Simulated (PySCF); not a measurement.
C2H3NO, SMILES `COC#N`, neutral singlet in the gas phase. 

Cartesian coordinates (Å):
```xyz
7

C     -0.8446     0.1444     0.0214
O      0.3381    -0.2641     0.7798
C      1.4364    -0.2807     0.0980
N      2.4561    -0.3118    -0.4750
H     -0.7052     1.1656    -0.3556
H     -1.0109    -0.5567    -0.8064
H     -1.6700     0.1033     0.7378
```
Charge 0, spin multiplicity 1.

All levels are single points at this geometry (PBE-D3(BJ)/def2-TZVP); Pople sets use spherical d functions. Orbital energies aren't observables, and empty levels follow the basis.

PBE-D3(BJ)/def2-TZVP in PySCF gives gap (eV) = 6.42.

### Question
Estimate the gap (eV) from each of these levels: B3LYP/6-311+G** in PySCF; B3LYP/6-31G* in PySCF; PBE/6-31G* in PySCF; SVWN5/6-31G* in PySCF; HF/6-31G* in PySCF.

### Answer

```tsv
level	gap (eV)
B3LYP/6-311+G** in PySCF	7.86
B3LYP/6-31G* in PySCF	8.90
PBE/6-31G* in PySCF	6.72
SVWN5/6-31G* in PySCF	6.66
HF/6-31G* in PySCF	17.22
```
